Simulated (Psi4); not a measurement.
H₄BO₂P (SMILES OB(O)P), singlet, at a GFN2-xTB geometry; Psi4 with QCISD(T)/def2-SVP.

Input for Psi4:
```
memory 2 GB

molecule {
0 1
  B    -0.37572431    0.05195044   -0.32115447
  O    -1.02593490   -1.06706638   -0.69714595
  H    -1.76833739   -0.99388756   -1.30062050
  O    -0.66613303    1.30125093   -0.73498187
  H    -1.39963745    1.43299932   -1.33939212
  P     1.00654214   -0.13707633    0.99153107
  H     1.89406499    0.73952063    0.39898294
  H     1.59094265   -1.25571601    0.43085858
}

set basis def2-svp
set freeze_core true

energy('qcisd(t)')
print_variables()
```

Task: Predict the main parts of the log of this Psi4 run.

Result: 
```
   => Loading Basis Set <=

    Name: DEF2-SVP
    Role: ORBITAL
    Keyword: BASIS

         ---------------------------------------------------------
                                   SCF
               by Justin Turney, Rob Parrish, Andy Simmonett
                          and Daniel G. A. Smith
                              RHF Reference
         ---------------------------------------------------------

  ==> Geometry <==

    Molecular point group: c1
    Full point group: C1

    Geometry (in Angstrom), charge = 0, multiplicity = 1:

       Center              X                  Y                   Z               Mass
    ------------   -----------------  -----------------  -----------------  -----------------
         B           -0.379505703299     0.052024234527    -0.352494601665    11.009305360000
         O           -1.029716293299    -1.066992585473    -0.728486081665    15.994914619570
         H           -1.772118783299    -0.993813765473    -1.331960631665     1.007825032230
         O           -0.669914423299     1.301324724527    -0.766322001665    15.994914619570
         H           -1.403418843299     1.433073114527    -1.370732251665     1.007825032230
         P            1.002760746701    -0.137002535473     0.960190938335    30.973761998420
         H            1.890283596701     0.739594424527     0.367642808335     1.007825032230
         H            1.587161256701    -1.255642215473     0.399518448335     1.007825032230

  Running in c1 symmetry.

  Rotational constants: A =      0.32039  B =      0.14041  C =      0.09949 [cm^-1]
  Rotational constants: A =   9604.94874  B =   4209.31197  C =   2982.75528 [MHz]
  Nuclear repulsion =  150.554378616585240

  Charge       = 0
  Multiplicity = 1
  Electrons    = 40
  Nalpha       = 20
  Nbeta        = 20

  ==> Algorithm <==

  SCF Algorithm Type is PK.
  DIIS enabled.
  MOM disabled.
  Fractional occupation disabled.
  Guess Type is SAD.
  Energy threshold   = 1.00e-08
  Density threshold  = 1.00e-08
  Integral threshold = 1.00e-12

  ==> Primary Basis <==

  Basis Set: DEF2-SVP
    Blend: DEF2-SVP
    Number of shells: 38
    Number of basis functions: 80
    Number of Cartesian functions: 84
    Spherical Harmonics?: true
    Max angular momentum: 2

  ==> Integral Setup <==

  Using in-core PK algorithm.
   Calculation information:
      Number of atoms:                   8
      Number of AO shells:              38
      Number of primitives:             74
      Number of atomic orbitals:        84
      Number of basis functions:        80

      Integral cutoff                 1.00e-12
      Number of threads:                 1

  Performing in-core PK
  Using 10500840 doubles for integral storage.
  We computed 255085 shell quartets total.
  Whereas there are 274911 unique shell quartets.

  ==> DiskJK: Disk-Based J/K Matrices <==

    J tasked:                  Yes
    K tasked:                  Yes
    wK tasked:                  No
    Schwarz Cutoff:          1E-12

  Minimum eigenvalue in the overlap matrix is 6.4761681201E-03.
  Reciprocal condition number of the overlap matrix is 1.3780808305E-03.
    Using symmetric orthogonalization.

  ==> Pre-Iterations <==

  SCF Guess: Superposition of Atomic Densities via on-the-fly atomic UHF (no occupation information).

   -------------------------
    Irrep   Nso     Nmo
   -------------------------
     A         80      80
   -------------------------
    Total      80      80
   -------------------------

  ==> Iterations <==

                        Total Energy        Delta E     RMS |[F,P]|

   @RHF iter SAD:  -516.46120709065451   -5.16461e+02   0.00000e+00
   @RHF iter   1:  -517.19297176777798   -7.31765e-01   6.92165e-03 ADIIS/DIIS
   @RHF iter   2:  -517.30363256118949   -1.10661e-01   3.84215e-03 ADIIS/DIIS
   @RHF iter   3:  -517.33782610651508   -3.41935e-02   5.23335e-04 ADIIS/DIIS
   @RHF iter   4:  -517.33970318876084   -1.87708e-03   1.40752e-04 ADIIS/DIIS
   @RHF iter   5:  -517.33986862077700   -1.65432e-04   3.59493e-05 DIIS
   @RHF iter   6:  -517.33988374475291   -1.51240e-05   9.03020e-06 DIIS
   @RHF iter   7:  -517.33988453686607   -7.92113e-07   2.43010e-06 DIIS
   @RHF iter   8:  -517.33988459738430   -6.05182e-08   5.02525e-07 DIIS
   @RHF iter   9:  -517.33988459973591   -2.35161e-09   1.26740e-07 DIIS
   @RHF iter  10:  -517.33988459988473   -1.48816e-10   2.78068e-08 DIIS
   @RHF iter  11:  -517.33988459989416   -9.43601e-12   6.50930e-09 DIIS
  Energy and wave function converged.

  ==> Post-Iterations <==

    Orbital Energies [Eh]
    ---------------------

    Doubly Occupied:

[...]
    Virtual:

[...]
    Final Occupation by Irrep:
              A
    DOCC [    20 ]
    NA   [    20 ]
    NB   [    20 ]

  @RHF Final Energy:  -517.33988459989416

   => Energetics <=

    Nuclear Repulsion Energy =            150.5543786165852396
    One-Electron Energy =               -1013.9863907441509809
    Two-Electron Energy =                 346.0921275276715505
    Total Energy =                       -517.3398845998941624

Computation Completed

Properties will be evaluated at   0.000000,   0.000000,   0.000000 [a0]

Properties computed using the SCF density matrix

 Multipole Moments:

 ------------------------------------------------------------------------------------
     Multipole            Electronic (a.u.)      Nuclear  (a.u.)        Total (a.u.)
 ------------------------------------------------------------------------------------

 L = 1.  Multiply by 2.5417464519 to convert [e a0] to [Debye]
 Dipole X            :         -0.7215287           -0.2858321           -1.0073607
 Dipole Y            :          0.1281858            0.0055781            0.1337639
 Dipole Z            :          1.1623180           -2.3689705           -1.2066526
 Magnitude           :                                                    1.5775547

[...]

        **********************************************************
        *                                                        *
        *                   CCSD Integral Sort                   *
        *                                                        *
        **********************************************************

        CC integral sort will use                    153.30 mb

        Number of (ab|cd) temporary files:                2
        Number of (ab|ci) temporary files:                3
        Starting temporary file number:                 270

        *****************************************************
        *                                                   *
        *                       QCISD                       *
        *                  Eugene DePrince                  *
        *                                                   *
        *****************************************************

  ==> Input parameters <==

        Freeze core orbitals?                 yes
        Use frozen natural orbitals?           no
        r_convergence:                  1.000e-07
        e_convergence:                  1.000e-06
        Number of DIIS vectors:                 8
        Number of frozen core orbitals:         8
        Number of active occupied orbitals:    12
        Number of active virtual orbitals:     60
        Number of frozen virtual orbitals:      0

  ==> Memory <==

        minimum memory requirements for QCISD =        11.94 mb
        (T) algorithm:                                  8.77 mb (low-memory)
        memory requirements for QCISD(T) =              8.77 mb

  ==> Define tiling <==

        v(ab,cd) diagrams will be evaluated in   1 blocks.
        v(ab,ci) diagrams will be evaluated in   1 blocks over ov2.
        v(ab,ci) diagrams will be evaluated in   1 blocks over ov.

  Allocate cpu memory (    37.49 mb).....done.
  Initialize cpu memory..................done.

  ==> MP4(SDQ) <==

  Begin singles and doubles quadratic ci iterations

   Iter  DIIS          Energy       d(Energy)          |d(T)|     time
      0   0 1   -0.6082335866   -0.6082335866    0.0209506276        0
      1   1 1   -0.6098596170   -0.0016260304    0.0101895975        1
      2   2 1   -0.6116000612   -0.0017404442    0.0046113276        0
      3   3 1   -0.6120259433   -0.0004258821    0.0022578432        0
      4   4 1   -0.6119327400    0.0000932032    0.0004679103        1
      5   5 1   -0.6119322071    0.0000005329    0.0001124567        0
      6   6 1   -0.6119358943   -0.0000036872    0.0000386483        1
      7   7 1   -0.6119359019   -0.0000000076    0.0000115940        1
      8   8 1   -0.6119356912    0.0000002107    0.0000048929        0
      9   8 2   -0.6119356843    0.0000000068    0.0000013487        1
     10   8 3   -0.6119356983   -0.0000000139    0.0000005175        1
     11   8 4   -0.6119357213   -0.0000000230    0.0000002000        0
     12   8 5   -0.6119357161    0.0000000052    0.0000000571        1

  QCISD iterations converged!

        T1 diagnostic:                         0.013736320358
        D1 diagnostic:                         0.051187070436

        OS MP2 correlation energy:            -0.429855923785
        SS MP2 correlation energy:            -0.144867639783
        MP2 correlation energy:               -0.574723563568
      * MP2 total energy:                   -517.914608163462

        OS MP2.5 correlation energy:          -0.447574702520
        SS MP2.5 correlation energy:          -0.140378193059
        MP2.5 correlation energy:             -0.587952895579
      * MP2.5 total energy:                 -517.927837495473

        OS MP3 correlation energy:            -0.465293481255
        SS MP3 correlation energy:            -0.135888746336
        MP3 correlation energy:               -0.601182227591
      * MP3 total energy:                   -517.941066827485

        OS MP4(SDQ) correlation energy:       -0.476285742573
        SS MP4(SDQ) correlation energy:       -0.128949089150
        MP4(SDQ) correlation energy:          -0.610516093718
      * MP4(SDQ) total energy:              -517.950400693612

        OS QCISD correlation energy:          -0.479183903296
        SS QCISD correlation energy:          -0.132751812837
        QCISD correlation energy:             -0.611935716133
      * QCISD total energy:                 -517.951820316027

  Total time for QCISD iterations:       4.45 s (user)
                                         1.51 s (system)
                                            7 s (total)

  Time per iteration:                    0.34 s (user)
                                         0.12 s (system)
                                         0.58 s (total)

        ==> Resort (ov|vv) integrals for low-memory (T) computation <==

        *******************************************************
        *                                                     *
        *                     QCISD(T)                        *
        *                                                     *
        *******************************************************

        Using low-memory algorithm.

        num_threads:                      1
        memory requirements:        8.77 mb

        Number of abc combinations: 37820

        Computing (T) correction...

        % complete  total time
              10.0
              20.0
              30.0
              40.0
              50.0
              60.0
              70.0
              80.0
              90.0

        (T) energy                             -0.014430598728

        QCISD(T) correlation energy            -0.626366314861
      * QCISD(T) total energy                -517.966250914756

  Variable Map:
  ----------------------------------------------------------------------------
[...]
  Array Variable Map:
  ----------------------------------------------------------------------------
[...]
[...]
```
